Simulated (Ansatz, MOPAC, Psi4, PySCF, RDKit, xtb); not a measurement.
Pair of molecules: C2H2 (SMILES C#C) (first 4 atoms) with C2H6 (SMILES CC); geometry from B3LYP-D3(BJ)/def2-TZVP, rigid monomers moved along the line of their centres of mass till H4···C5 is 3.31 Å.
(charge 0, multiplicity 1):
```xyz
12

C      0.422    -0.243    -0.581
C     -0.336     0.005     0.311
H      1.096    -0.464    -1.373
H     -1.006     0.225     1.106
C     -0.763     0.280     4.409
C      0.708    -0.124     4.386
H     -0.926     1.222     3.879
H     -1.124     0.417     5.430
H     -1.392    -0.481     3.942
H      1.067    -0.259     3.364
H      0.868    -1.062     4.920
H      1.333     0.637     4.858
```

| level | interaction energy (meV) | cost |
|---|---|---|
| MMFF94 | -18.7 | - |
| UFF | -35.2 | - |
| GFN-FF | -23.3 | - |
| AM1 | 0.3 | - |
| PM3 | -18.3 | - |
| PM6 | -8.3 | - |
| PM7 | -30.0 | - |
| GFN1-xTB | -20.9 | - |
| GFN2-xTB | -31.9 | - |
| HF/STO-3G (no counterpoise) | 0.7 | - |
| HF/3-21G (no counterpoise) | -15.8 | - |
| HF/6-31G* | 1.8 | - |
| HF/6-31G* (no counterpoise) | -8.2 | - |
| HF/aug-cc-pVDZ | 1.9 | - |
| PBE/def2-TZVPPD | -18.4 | ×1 |
| PBE-D3(BJ)/def2-TZVPPD | -44.9 | ×1 |
| PBE-D4/def2-TZVPPD | -41.7 | ×1 |
| BP86/6-31G* (no counterpoise) | 1.5 | - |
| r2SCAN/def2-TZVPPD | -18.2 | ×2 |
| r2SCAN-D3(BJ)/def2-TZVPPD | -32.4 | ×2 |
| r2SCAN-D4/def2-TZVPPD | -30.2 | ×2 |
| B3LYP/3-21G (no counterpoise) | -20.0 | - |
| B3LYP/6-31G* | 1.2 | - |
| B3LYP/6-31G* (no counterpoise) | -13.3 | - |
| B3LYP/6-311+G** (no counterpoise) | 1.5 | - |
| B3LYP/def2-TZVPPD | 2.3 | ×1 |
| B3LYP-D3(BJ)/def2-TZVPPD | -35.5 | ×1 |
| PBE0/def2-TZVPPD | -15.3 | ×1 |
| PBE0-D3(BJ)/def2-TZVPPD | -41.5 | ×1 |
| PBE0-D4/def2-TZVPPD | -38.1 | ×1 |
| M06-2X/6-31G* (no counterpoise) | -36.1 | - |
| wB97X-V/def2-TZVPPD | -33.7 | ×3 |
| wB97M-V/def2-TZVPPD | -30.6 | ×4 |
| MP2/6-31G* | -15.7 | - |
| MP2/6-31G* (no counterpoise) | -31.4 | - |
| MP2/aug-cc-pVDZ | -32.2 | - |
| SCS-MP2/aug-cc-pVDZ | -23.7 | - |
| CCSD/aug-cc-pVDZ | -25.5 | - |
| CCSD(T)/aug-cc-pVDZ | -30.2 | ×9 |
| SAPT0/jun-cc-pV(D+d)Z | -23.7 | - |

The rows run from -44.9 (PBE-D3(BJ)/def2-TZVPPD) to 2.3 meV (B3LYP/def2-TZVPPD). In aug-cc-pVDZ the value moves HF 1.9, MP2 -32.2, CCSD -25.5, CCSD(T) -30.2, a shift of -32.1 from HF to CCSD(T). The dispersion term adds -26.5 in PBE-D3(BJ), -23.3 in PBE-D4, -14.1 in r2SCAN-D3(BJ). The 6 functionals in def2-TZVPPD without D3 or D4 span 35.9, from wB97X-V to B3LYP.

Monomers are frozen at their geometry in the pair; levels with a basis set take the counterpoise correction. Rows marked so take none. RDKit's UFF carries no charges.

Correlated levels freeze the cores. Rows in 3-21G, 6-311+G**, 6-31G*, STO-3G carry no dispersion term and start afresh at each structure (6-31G* with six Cartesian d functions). MP2/6-31G* freezes PySCF's default core. The state reached by AM1, PM3, PM6, PM7 isn't checked; PM7 holds dispersion and hydrogen-bond terms.

Programs: Ansatz (an electronic-structure program); MOPAC for AM1, PM3, PM6, PM7 (differences of heats of formation); Psi4 for SAPT; PySCF for 3-21G rows, 6-311+G** rows, 6-31G* rows, STO-3G rows, the dispersion terms; RDKit for the force fields; xtb for the GFN methods. 

Costs are rough ratios of core time to PBE/def2-TZVPPD (about 5 s over the structures, on one shared machine); a dash marks a level with no comparable run of its own.
